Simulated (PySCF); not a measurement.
## Static response to an electric field

Species: C₂H₁₃NO₂Si₃.
SMILES with atom numbers: `[CH3:1][N:2]([CH3:3])[SiH2:4][O:5][SiH2:6][O:7][SiH3:8]` (hydrogens: H9, H10, H11 on C1; H12, H13, H14 on C3; H15, H16 on Si4; H17, H18 on Si6; H19, H20, H21 on Si8)

Structure used (PBE0-D3(BJ)/def2-SVP), in Å, numbered top down from 1:
```
atom  x, y, z in Å
C1    -1.4695   -1.4062    0.9920
N2    -1.4595   -0.0611    0.4745
C3    -1.7618    0.0433   -0.9322
Si4   -0.8702    1.2905    1.3634
O5     0.7505    1.6255    1.1173
Si6    1.8158    1.7517   -0.1355
O7     1.9757    0.2910   -0.8982
Si8    2.2305   -1.3246   -0.6212
H9    -1.2442   -1.4096    2.0686
H10   -2.4608   -1.8784    0.8560
H11   -0.7261   -2.0581    0.4933
H12   -0.9972   -0.4449   -1.5673
H13   -2.7372   -0.4222   -1.1669
H14   -1.8195    1.0993   -1.2393
H15   -1.6276    2.4992    0.9271
H16   -1.0269    0.9908    2.8104
H17    3.1250    2.1794    0.4242
H18    1.3142    2.7124   -1.1559
H19    3.6264   -1.6872   -1.0031
H20    2.0149   -1.6535    0.8204
H21    1.2745   -2.1116   -1.4524
```

Level: CAM-B3LYP/def2-SVPD (PySCF), static field, nuclei fixed, core orbitals frozen in the response. The polarisability tensor in these axes (au):

```
x   116.37   1.41  -3.09
y     1.41 116.98   2.87
z    -3.09   2.87 107.05
```

Question: Give the principal values, the mean and the anisotropy Δα = √{½[(α1 − α2)² + (α2 − α3)² + (α1 − α3)²]}.

Answer: Principal values 105.26, 117.00 and 118.13 au; mean 113.47 au = 16.81 Å³ = 18.71 × 10⁻⁴⁰ C²·m²/J; Δα = 12.34 au (11 % of the mean).

Question: What is the dipole moment, and where does it point?

Answer: (-0.65, -0.94, -0.32) D, 1.19 D in size, pointing from the negative to the positive side. Measured along this direction, the outermost atoms are H17 at the negative end and H10 at the positive end.

Question: Along which axes do the principal values lie, and how far do the nuclei extend along each?

Answer: Largest value along (0.56, 0.83, 0.06), where the nuclei span 6.46 Å; middle along (0.78, -0.50, -0.38), 6.91 Å; least along (0.29, -0.26, 0.92), 3.99 Å. The strongest response doesn't lie along the longest of the three spans.

Question: Find the Langevin capture rate constant for H3+ (3.023 u) meeting this molecule (167.025 u), k = 2.342 × 10⁻⁹ cm³/s × √(α in Å³ / reduced mass in u).

Answer: The reduced mass is 2.97 u, so k = 5.57 × 10⁻⁹ cm³/s. The formula leaves out the permanent dipole, which adds to the capture rate.

Question: In TDDFT the mean static polarisability is Σ f/ω² over all singlet excitations (ω in hartree). How much of it do the 10 lowest give? Their energies (eV) and oscillator strengths: 6.18, 0.0070; 6.59, 0.0440; 6.76, 0.0103; 7.18, 0.0407; 7.21, 0.0088; 7.45, 0.0261; 7.54, 0.0064; 7.69, 0.0053; 7.76, 0.0028; 7.78, 0.0027.

Answer: They add up to 2.33 au, 2.1 % of the 113.47 au; the largest single term is 0.75 au, from the state at 6.59 eV. Terms in order: 0.13, 0.75, 0.17, 0.59, 0.12, 0.35, 0.08, 0.07, 0.03, 0.03 au. Higher excitations give the rest. The strengths listed sum to 0.154.

Geometry: PBE0-D3(BJ)/def2-SVP, one conformer, isolated molecule.
